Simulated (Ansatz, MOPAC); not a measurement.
Species: 1-methylselanylbutane, C5H12Se, charge 0, multiplicity 1. SMILES: C[Se]CCCC
Structure (B3LYP-D3(BJ)/def2-TZVP (Ansatz, an electronic-structure program) minimum search):
```xyz
18

C     -3.9922     0.4965    -0.1159
C     -2.6416     0.8714     0.4875
C     -1.4806     0.0953    -0.1353
C     -0.1374     0.4726     0.4695
Se     1.3205    -0.5571    -0.3701
C      2.7865     0.2233     0.6733
H     -4.8046     1.0622     0.3435
H     -4.0115     0.6970    -1.1897
H     -4.2039    -0.5659     0.0253
H     -2.6583     0.6900     1.5669
H     -2.4672     1.9444     0.3600
H     -1.6516    -0.9777    -0.0059
H     -1.4603     0.2781    -1.2140
H     -0.1174     0.2627     1.5395
H      0.0758     1.5314     0.3189
H      2.6458     0.0160     1.7320
H      3.7059    -0.2464     0.3306
H      2.8407     1.2961     0.5004
```

Wanted: size of the dipole moment, in D. Conventions: no spin-orbit coupling; 6-31G* and kin with 6d, 5d where marked; no dispersion term unless named; non-relativistic; LANL2DZ with its own core potentials from Na on. Ab initio and DFT rows: single points at B3LYP-D3(BJ) geometries (Ansatz). Semi-empirical rows: dipoles at the shared geometry.

| level | program | size of the dipole moment (D) |
|---|---|---|
| PM6 | MOPAC | 1.32 |
| SVWN5/6-31G* with LANL2DZ past Ar | Ansatz | 1.68 |
| PBE/STO-3G | Ansatz | 1.43 |
| B3LYP/STO-3G | Ansatz | 1.39 |
| B3LYP/LANL2DZ | Ansatz | 1.71 |
| B3LYP/6-31G* | Ansatz | 1.74 |
| B3LYP/6-31G* with LANL2DZ past Ar | Ansatz | 1.65 |

No value to compare with is used here. The 7 habitual levels span 1.32 (PM6) to 1.74 D (B3LYP/6-31G*).

The levels are drawn from those run, B3LYP/6-31G* more often than the rest, none by its result; left out are runs that failed, that the program found above a lower state of the same kind, or whose <S^2> lies over 0.5 above the pure value.
